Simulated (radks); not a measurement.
Results of a calculation; reference values are marked as such.
Ionisation of Tm3+, [Xe] 4f12, to Tm4+, [Xe] 4f11, under several functionals. Non-relativistic Kohn-Sham, spin-unpolarised, spherical densities, point nucleus; a radial shooting solver on a logarithmic mesh with Libxc functionals.

PBEsol: E(Tm3+) (hartree) -12938.4203; Exc (hartree) -267.8442; IE (eV) 51.451; -e(HOMO) (eV) 40.704; <r> HOMO (bohr) 0.7192; IE error (eV) +9.041
OLYP: E(Tm3+) (hartree) -12947.2918; Exc (hartree) -276.9496; IE (eV) 51.984; -e(HOMO) (eV) 41.165; <r> HOMO (bohr) 0.7160; IE error (eV) +9.574
BLYP: E(Tm3+) (hartree) -12942.9200; Exc (hartree) -272.3727; IE (eV) 51.184; -e(HOMO) (eV) 40.453; <r> HOMO (bohr) 0.7197; IE error (eV) +8.774
Tao-Mo meta-GGA: E(Tm3+) (hartree) -12940.7515; Exc (hartree) -270.1873; IE (eV) 51.093; -e(HOMO) (eV) 40.349; <r> HOMO (bohr) 0.7192; IE error (eV) +8.683
LDA (Slater exchange, Perdew-Zunger correlation): E(Tm3+) (hartree) -12934.9750; Exc (hartree) -264.3714; IE (eV) 51.763; -e(HOMO) (eV) 41.010; <r> HOMO (bohr) 0.7189; IE error (eV) +9.353
LDA (Slater exchange, Perdew-Wang correlation): E(Tm3+) (hartree) -12934.9720; Exc (hartree) -264.3679; IE (eV) 51.768; -e(HOMO) (eV) 41.014; <r> HOMO (bohr) 0.7189; IE error (eV) +9.358
MS2 meta-GGA: E(Tm3+) (hartree) -12941.3264; Exc (hartree) -270.7757; IE (eV) 51.241; -e(HOMO) (eV) 40.516; <r> HOMO (bohr) 0.7195; IE error (eV) +8.831
exchange-only B88: E(Tm3+) (hartree) -12939.3378; Exc (hartree) -268.7643; IE (eV) 49.929; -e(HOMO) (eV) 39.226; <r> HOMO (bohr) 0.7204; IE error (eV) +7.519
SCAN: E(Tm3+) (hartree) -12943.2318; Exc (hartree) -272.7524; IE (eV) 51.393; -e(HOMO) (eV) 40.648; <r> HOMO (bohr) 0.7180; IE error (eV) +8.983
r2SCAN: E(Tm3+) (hartree) -12942.5895; Exc (hartree) -272.1013; IE (eV) 51.412; -e(HOMO) (eV) 40.609; <r> HOMO (bohr) 0.7176; IE error (eV) +9.002

NIST Atomic Spectra Database: 42.41 eV (semi-empirical). Closest: exchange-only B88. The Delta-SCF values span 2.06 eV, the total energies 12.32 hartree. The highest occupied level is 4f. Relativity is left out here, which matters for elements this heavy. Spin polarisation and multiplet splitting are left out, so open shells lie too high by an amount that depends on their filling.

Beside tabulated values, note that spin-unpolarised runs miss the spin-polarisation part of the exchange energy of open shells. No tabulated value is given for the 4+ ions of Nd, Pm and Eu to Yb, where it belongs to another shell than the one emptied here.
